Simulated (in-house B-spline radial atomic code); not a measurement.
The numbers below are computed, except where a source is named.
**Making a Troullier-Martins p channel for Mn, r_c = 0.85 bohr**

Mn, [Ar] 3d5 4s2, non-relativistic PBE, spherical and spin-unpolarised, from a B-spline radial code for spherical atoms (atomic units). The all-electron 3p level is ε = -1.995007 hartree, its outermost node lies just inside 0.32 bohr and its outer maximum at 0.75 bohr.

Inside r_c the pseudo-orbital is u(r) = r^2 exp(p(r)), with p = c0 + c2 r² + c4 r⁴ + … + c12 r¹². The seven coefficients follow from p and its first four derivatives at r_c, from zero curvature of the screened potential at the origin, c4 = −c2²/(2l + 5), and from the norm inside r_c. At r_c the all-electron orbital has P = 1.103977, P' = -0.5549972, the screened potential V = -5.390802, V' = 14.1162, V'' = -48.67288, and the norm inside is Q = 0.4873258.

Question: What are p, p' and p'' at r_c?

Answer: p = ln(P/r_c^2) = ln(1.103977/0.7225) = 0.42396. p' = P'/P − 2/r_c = -0.50273 − 2.35294 = -2.85567. The radial equation gives p'' = 2(V − ε) − 2(2) p'/r_c − p'² = -6.79159 − (-13.43843) − 8.15483 = -1.50799. Differentiating, p''' = 2V' + 2(2)p'/r_c² − 2(2)p''/r_c − 2p'p'' = 10.906, and p'''' = 2V'' − 4(2)p'/r_c³ + 4(2)p''/r_c² − 2(2)p'''/r_c − 2p''² − 2p'p''' = -70.426.

For a trial c2 the five matching conditions are linear in c0, c6, c8, c10 and c12, and c2 is varied until the norm inside r_c equals Q. The root nearest zero gives:

| n | c_n |
| --- | --- |
| 0 | 1.541602 |
| 2 | -1.067322 |
| 4 | -0.1627394 |
| 6 | -4.115438 |
| 8 | 8.618127 |
| 10 | -6.79121 |
| 12 | 1.96313 |

Question: Check c4 and p(r_c), and find the screened pseudopotential at the origin.

Answer: −c2²/7 = -0.162739, as listed. The terms c_n r_c^n are 1.54160, -0.77114, -0.08495, -1.55214, 2.34836, -1.33702, 0.27924, which sum to 0.42396. Inverting the radial equation, V_l(r) = ε + 2 p'/r + (p'' + p'²)/2, so V_l(0) = ε + (2l + 3) c2 = -1.995007 + 5 × (-1.06732) = -7.3316 hartree, finite where the all-electron potential diverges.

Orbitals and screened potentials:

| r (bohr) | P | u | V all-electron | V pseudo |
| --- | --- | --- | --- | --- |
| 0.085 | -0.4365 | 0.0335 | -221.1 | -7.337 |
| 0.212 | -0.4688 | 0.2 | -64.24 | -7.516 |
| 0.34 | 0.1311 | 0.474 | -30.71 | -8.224 |
| 0.468 | 0.6906 | 0.7826 | -17.54 | -9.194 |
| 0.595 | 1.014 | 1.024 | -11.33 | -9.22 |
| 0.722 | 1.128 | 1.129 | -7.676 | -7.555 |
| 0.85 | 1.104 | 1.104 | -5.391 | -5.391 |

Logarithmic derivatives P'/P at R = 1.15 bohr, for energies E around ε:

```tsv
E − ε (hartree)	all-electron	pseudo
-0.5	-0.344145	-0.344855
-0.25	-0.767965	-0.768198
-0.1	-1.06236	-1.06241
0	-1.27936	-1.27937
0.1	-1.51589	-1.51596
0.25	-1.91435	-1.91476
0.5	-2.73207	-2.73434
```

Question: With P(R) = 0.8283066 and a norm of 0.7762895 inside R, what slope in energy does norm conservation fix?

Answer: d(P'/P)/dE = −2 × (norm inside R)/P(R)² = -2.2629 per hartree·bohr at E = ε, for both atoms, since orbital and norm agree at R. Differences over ±0.1 hartree give -2.2676 (all-electron) and -2.2677 (pseudo), which also hold third-order terms. Half a hartree below ε the two curves differ by -0.0007.
